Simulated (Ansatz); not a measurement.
The same path of C₃H₅FO₂S (12 atoms, charge 0, multiplicity 1) was run twice with different band settings. The coordinate that changes most is the dihedral C2–O4–C5–S7.

The calculation used RKS PBE0-D4/def2-SVP in Ansatz.

Relaxed end points:

```xyz
12
Properties=species:S:1:pos:R:3
C -0.213 -2.021 -0.061
C -0.020 -0.578 -0.398
O 0.438 -0.140 -1.422
O -0.418 0.217 0.615
C -0.313 1.600 0.409
F -1.083 2.163 1.349
S 1.383 2.229 0.613
H 0.073 -2.639 -0.918
H 0.404 -2.276 0.813
H -1.261 -2.206 0.216
H -0.686 1.849 -0.597
H 1.773 1.747 -0.587
```

```xyz
12
Properties=species:S:1:pos:R:3
C -0.333 -2.034 -0.165
C -0.268 -0.600 -0.582
O -0.366 -0.177 -1.697
O -0.070 0.196 0.510
C -0.075 1.575 0.319
F -1.244 2.060 0.790
S 1.251 2.357 1.282
H -0.413 -2.673 -1.051
H 0.559 -2.294 0.424
H -1.205 -2.183 0.489
H 0.006 1.800 -0.754
H 2.235 1.918 0.469
```

Common settings: spring 5.0 eV/Å²; optimiser quadratic models (default); start path IDPP; force threshold 0.03 eV/Å; iteration limit 60; end points relaxed.

| run | movable images | climbing image |
| --- | --- | --- |
| 1 | 5 | yes |
| 2 | 3 | no |

(1) What does each run give, and how far can it be trusted?

Results:

(1) Run 1: converged after 9 iterations, highest image 0.057 eV above the first end. The highest image is an end point: on this band no image between the ends rises above it.
Run 2: converged after 7 iterations, highest image 0.057 eV above the first end. The highest image is an end point: on this band no image between the ends rises above it. So few images can step over the top or miss a turn of the path.
